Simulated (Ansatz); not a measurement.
Isolated molecules relaxed with PBE0-D4/def2-TZVP in Ansatz; ΔE leaves out vibrations. CCSD(T)/CBS is the MP2 limit (def2-TZVPP, def2-QZVPP) plus CCSD(T) − MP2 in def2-TZVPP, frozen cores. DFT in def2-TZVPP. B3LYP here is the variant with VWN-RPA as its local correlation; programs differ in this. def2 core potentials past Kr. For Sb outer-core shells are correlated without core-valence functions, which leaves a few kJ/mol of doubt a bond. One conformer a species, not always the lowest.

Reaction (formal exchange of groups at the Sb–C bond): `C[CH2][SbH][SiH3]` + `COC=O` → `[CH3][SbH][SiH3]` + `CCOC=O`

`C[CH2][SbH][SiH3]`:

```xyz
13

C     2.090    0.829   -0.563
C     0.950   -0.116   -0.229
Sb   -0.984    0.700   -0.821
Si   -2.333   -1.000    0.554
H     3.055    0.394   -0.287
H     1.994    1.778   -0.028
H     2.126    1.057   -1.632
H     1.052   -1.064   -0.762
H     0.912   -0.339    0.838
H    -1.037    1.820    0.474
H    -3.737   -0.537    0.715
H    -1.739   -1.217    1.902
H    -2.349   -2.304   -0.163
```

`COC=O`:

```xyz
8

C     0.736   -0.615    0.368
O    -0.591   -0.519   -0.150
C    -0.986    0.708   -0.476
O    -0.332    1.704   -0.371
H     0.834   -0.021    1.277
H     0.896   -1.669    0.580
H     1.458   -0.257   -0.367
H    -2.015    0.668   -0.861
```

`[CH3][SbH][SiH3]`:

Cartesian coordinates in Å:
```
C 1.340 0.114 1.118
Sb -0.732 -0.525 1.174
Si -1.037 -0.334 -1.372
H 1.464 0.989 0.485
H 1.945 -0.707 0.734
H 1.659 0.344 2.134
H -1.350 1.058 1.385
H -2.482 -0.367 -1.722
H -0.369 -1.490 -2.030
H -0.437 0.919 -1.907
```

`CCOC=O`:

```xyz
11

C    -0.225   -0.681    1.167
C    -0.232    0.638    0.434
O    -0.585    0.466   -0.949
C     0.404    0.142   -1.775
O     1.554   -0.013   -1.479
H    -0.025   -0.510    2.227
H     0.552   -1.338    0.775
H    -1.191   -1.180    1.077
H     0.741    1.127    0.490
H    -0.996    1.310    0.828
H     0.003    0.039   -2.795
```

| level | ΔE (kJ/mol) | difference from CCSD(T)/CBS |
| --- | --- | --- |
| r2SCAN-D4 | -19.7 | -2.7 |
| PBE0-D4 | -17.8 | -0.8 |
| B3LYP-D4 | -17.4 | -0.4 |
| ωB97X-V | -19.4 | -2.4 |
| B2PLYP | -18.1 | -1.1 |
| PBE | -18.0 | -1.0 |
| r2SCAN | -19.9 | -2.9 |
| B3LYP | -19.1 | -2.1 |
| MP2/def2-TZVPP | -15.1 | 1.9 |
| SCS-MP2/def2-TZVPP | -15.3 | 1.7 |
| CCSD/def2-TZVPP | -17.3 | -0.3 |
| HF/def2-QZVPP | -20.5 | -3.5 |
| MP2/def2-QZVPP | -15.2 | 1.8 |
| SCS-MP2/def2-QZVPP | -15.4 | 1.6 |
| HF/CBS(def2) | -20.5 | -3.5 |
| MP2/CBS(def2) | -15.2 | 1.8 |
| CCSD(T)/CBS | -17.0 | 0 |

Largest T1 diagnostic among the species: 0.015.

In def2-TZVPP, CCSD(T) changes the Hartree–Fock value by +3.6 kJ/mol (the triples alone add +0.4 kJ/mol) and MP2 by +5.4 kJ/mol.
